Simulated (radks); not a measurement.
Values are calculated unless marked as measured or tabulated.
Question: The silver ion Ag13+ is in [Ar] 3d10 4s2 4p4. Code: a radial shooting solver on a logarithmic mesh with Libxc functionals. Model: scalar-relativistic Kohn-Sham, PBEsol, spin-polarised, spherical densities, finite nucleus; Fermi nuclear charge, rms radius of each element as measured or else 0.836 A^(1/3) + 0.57 fm. Open shells are filled with parallel spins first. One electron is removed from 3p, 3d, 4p, 4s in turn, with full relaxation. Which removal costs least, and what does each cost?

Answer: 4p 321.36 eV; 4s 363.34 eV; 3d 676.22 eV; 3p 871.89 eV. The 4p electron leaves first.
